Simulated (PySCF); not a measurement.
Computed with PBE-D3(BJ)/def2-TZVP // PBE0-D4/def2-TZVP in PySCF. Gas-phase values, no solvent. One relaxed conformer stands for a flexible species; it need not be the lowest. 

Reference species (SMILES): `C[S@@](=O)[SiH2]Cl` (O–S–Si–Cl torsion 174°) (neutral, multiplicity 1).

```json
{
 "LUMO": "-1.63 eV"
}
```

Changed species: `N[SiH2]Cl` (X = amino; the reference has X = methylsulfinyl).

Predict the effect on the LUMO.

the LUMO increases by 1.19 eV, to -0.44 eV.
